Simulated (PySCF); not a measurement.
## Distorted geometries of [Eu(N2)2]3+

[Eu(N2)2]3+ (singlet in the valence; each metal's 4f electrons, 6 of them, lie in its core potential, out of spins and levels). PySCF 2.14.0, RKS TPSS, Eu lcecp-1-SVP with ECP52, N def2-SVP; non-relativistic Hamiltonian with scalar-relativistic core potentials where named; density fitting; no spin-orbit coupling. Relaxed geometry:

```xyz
5

Eu   -0.6632   -0.9905    0.0000
N     0.1016    0.1518    2.0438
N     0.4416    0.6596    2.9787
N     0.1016    0.1518   -2.0438
N     0.4416    0.6596   -2.9787
```

Order these distorted geometries by energy above the relaxed one, lowest first.
A.
```xyz
5

Eu   -0.6643   -1.0099    0.0094
N     0.0797    0.1426    2.0280
N     0.4496    0.6513    2.9623
N     0.0477    0.1219   -2.0315
N     0.5106    0.7264   -2.9682
```
B.
```xyz
5

Eu   -0.6749   -0.9652    0.0179
N     0.0936    0.1374    2.0430
N     0.4153    0.6616    2.9601
N     0.1163    0.1613   -2.0367
N     0.4731    0.6372   -2.9843
```
C.
```xyz
5

Eu   -0.6808   -0.9234    0.1291
N     0.1057    0.1720    1.9312
N     0.4366    0.6433    3.0229
N     0.0618    0.1028   -2.0651
N     0.5000    0.6376   -3.0181
```

B (0.02 eV), A (0.48 eV), C (1.16 eV).

Which forces (eV/Å) act in the one that lies 0.02 eV up?


```
Eu  -0.05 -0.09 -0.25
N   -0.50 -0.74 -1.39
N    0.57  0.87  1.59
N    0.08  0.06 -0.20
N   -0.10 -0.10  0.25
```
Forces carry noise of the integration grid, about 0.01 to 0.03 eV/Å.

No frequency check is given that shows the relaxed geometry to be a minimum. An lcecp potential fixes the number of 4f electrons, so in runs with it no electron can move into or out of that shell.
